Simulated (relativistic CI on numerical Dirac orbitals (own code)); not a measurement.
## Fe²⁺ in a cubic cluster: 1s photoemission with charge transfer

Computed with a charge-transfer multiplet model of a cubic metal-ligand cluster with up to 2 ligand holes, Slater and spin-orbit integrals from Dirac-Coulomb-Breit ions, Slater integrals scaled by 0.8. The parameters are those of a tetrahedral site (10Dq negative, t2 hopping the larger). The ground state mixes d6 with configurations of k ligand holes L, whose averages lie at kΔ + k(k − 1)U_dd/2; a core hole lowers each added d electron by U_cd. 300 K, Lorentzian 1.1 eV and Gaussian 0.6 eV FWHM.

Atomic integrals in eV (Slater integrals scaled, ζ unscaled), ground: F2dd 8.723, F4dd 5.416, zeta_d 0.049; with the core hole: F2dd 10.144, F4dd 6.337, zeta_d 0.073, G2cd 0.054.

Cluster parameters (eV): U_dd = 7.4, U_cd = 8.2, 10Dq = -0.35, 10Dq(ligand) = 0, V(eg) = 1.48, V(t2g) = -2.51, final-state hopping factor = 0.9.

```
    Case   n_d    d6   d7L  d8L2     S
Δ = 4 eV  6.32  0.70  0.28  0.02  2.00
Δ = 5 eV  6.27  0.74  0.24  0.01  2.00
Δ = 6 eV  6.23  0.78  0.21  0.01  2.00
Δ = 8 eV  6.17  0.84  0.15  0.01  2.00
Δ = 9 eV  6.14  0.86  0.13  0.00  2.00
```

Weights, n_d and S are thermal averages at 300 K. Binding energies count from the first peak over 30 % of the highest in each spectrum, which can be another peak from case to case. The parameters are a model scan and need not match a compound or its usual spin state. Peaks in eV (height, largest 100):
- Δ = 4 eV: 0.0 (100), 5.0 (5), 8.1 (33)
- Δ = 5 eV: 0.0 (100), 5.2 (6), 7.8 (30)
- Δ = 6 eV: 0.0 (100), 5.5 (7), 7.7 (25)
- Δ = 8 eV: 0.0 (100), 6.1 (8), 7.8 (14)
- Δ = 9 eV: 0.0 (100), 6.5 (7), 8.1 (10)

For the case Δ = 6 eV, Δ = 6 eV is smaller than U_dd = 7.4 eV, the charge-transfer side of the Zaanen-Sawatzky-Allen scheme. With the core hole the configuration with one ligand hole lies at Δ − U_cd = -4.2, -3.2, -2.2, -0.2, 0.8 eV from the one without, in the order of the table; where this is negative the screened configuration lies lower, though the effective hopping of about 4.0 eV (from the holes of the mixed ground state) mixes the two strongly wherever it is as large as the gap.
